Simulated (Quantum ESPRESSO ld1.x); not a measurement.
The numbers below are computed, except where a source is named.
Input (ld1.x (Quantum ESPRESSO 7.5)):

```
 &input
    zed=19.0,
    iswitch=1,
    rel=0,
    dft='BLYP',
    config='[He] 2s2 2p3',
    verbosity='high',
    prefix='ld1',
    max_out_wfc=37,
    file_charge='ld1.rho',
 /
```

Command: `OMP_NUM_THREADS=1 ld1.x < ld1.in > ld1.out`

Standard output:

```
     Program LD1 v.7.5 starts

     --------------------------- All-electron run ----------------------------

     atomic number is 19.00
     dft =BLYP   lsd =0 sic =0 latt =0  beta=0.20 tr2=1.0E-14
     Exchange-correlation= BLYP
                           (   1   3   1   3   0   0   0)
     mesh =1819 r(mesh) =  99.44065 a.u. xmin = -7.00 dx = 0.00800
     1 Ry =  13.60569312 eV

     n l     nl                  e(Ry)          e(Ha)          e(eV)
     1 0     1S 1( 2.00)    -292.404820565    -146.202410283  -3978.3702563
     2 0     2S 1( 2.00)     -53.590245193     -26.795122596   -729.1324305
     2 1     2P 1( 3.00)     -49.481813055     -24.740906527   -673.2343636

     final scf error:  4.0E-15 reached in  14 iterations

     Etot =   -1017.089961 Ry,    -508.544980 Ha,  -13838.213883 eV

     Ekin =    1016.563181 Ry,     508.281591 Ha,   13831.046687 eV
     Encl =   -2179.239719 Ry,   -1089.619860 Ha,  -29650.066861 eV
     Eh   =     188.851641 Ry,      94.425821 Ha,    2569.457478 eV
     Exc  =     -43.265064 Ry,     -21.632532 Ha,    -588.651188 eV

     normalization and overlap integrals

     s(1S/1S) =  1.000000  <r> =   0.0813  <r2> =    0.0089  r(max) =   0.0535
     s(1S/2S) = -0.000000
     s(2S/2S) =  1.000000  <r> =   0.3624  <r2> =    0.1542  r(max) =   0.3059
     s(2P/2P) =  1.000000  <r> =   0.3169  <r2> =    0.1223  r(max) =   0.2465

     ------------------------ End of All-electron run ------------------------
```

Run on one thread of a shared host, so times are rough (Intel(R) Xeon(R) Processor @ 2.60GHz): 0.22 s of CPU time, 1 s wall, 14 iterations on 1819 mesh points.
